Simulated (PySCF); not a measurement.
A survey of ²⁹Si NMR shifts

All values are calculated (PySCF 2.14): structure optimised with GFN2-xTB, shieldings: GIAO PBE0/pcSseg-1. One computed conformer, no relativistic terms, fast rotation and ring inversion assumed for equivalent nuclei, gas phase.

Shieldings were converted by a linear fit to measured shifts: ²⁹Si (scatter 8.9 ppm rms, 25.8 ppm with the 6 outliers that the fit left out vs TMS, solution or neat liquid). Occasional misses reach two or three times the rms, and more in compound classes unlike the fitted ones.

**Question.** Give the ²⁹Si shifts of `ClC1=CC[SiH2]C1`.

**Answer.** 
| compound | environment | δ (ppm) |
| --- | --- | --- |
| ClC1=CC[SiH2]C1 | silicon bonded to 2 C, 2 H, in a 5-membered ring | -35.8 |

**Question.** Order these by ²⁹Si shift, lowest first.
A. ClC1=CC[SiH2]C1
B. CN[Si@H](C)N(C)C
C. O[SiH]1SC=CS1
D. C=N[Si](O)(O)OC=O
E. C=CC[C@@H]1C=CCC[Si@@H]1Cl

**Answer.** D (-66.8 ppm, silicon bonded to N, 3 O), A (-35.8 ppm, silicon bonded to 2 C, 2 H, in a 5-membered ring), B (-19.3 ppm, silicon bonded to C, 2 N, H), E (-6.8 ppm, silicon bonded to 2 C, Cl, H, in a 6-membered ring), C (9.3 ppm, silicon bonded to O, 2 S, H, in a 5-membered ring).
